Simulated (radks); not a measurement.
Results of a calculation; reference values are marked as such.
Spherical jellium clusters: N electrons in a uniform positive sphere of charge N and radius rs N^(1/3), rs = 2.87 bohr. Level of theory: non-relativistic Kohn-Sham, exchange-only LDA, spin-polarised, spherical densities (a radial shooting solver with Libxc functionals). Levels are named by radial order and angular momentum (1s, 1p, 1d, 2s, ...), and open shells are averaged over m.

N = 8, configuration 1s2 1p6. This is the lowest configuration that the search found. Occupied and some empty levels:

level,occupation,eigenvalue (eV),<r> (bohr)
1s,2,-5.5968,3.896
1p,6,-3.2896,5.008
1d,0,-0.87351,6.505
2s,0,-0.80226,7.608

Energy (eV): total -5.03195, kinetic 22.049, external -346.23, Hartree 165.66, exchange-correlation -28.559, background 182.04. Static polarisability (adiabatic kernel): 335.4 bohr^3, against R^3 = 189.1 for a classical metal sphere.
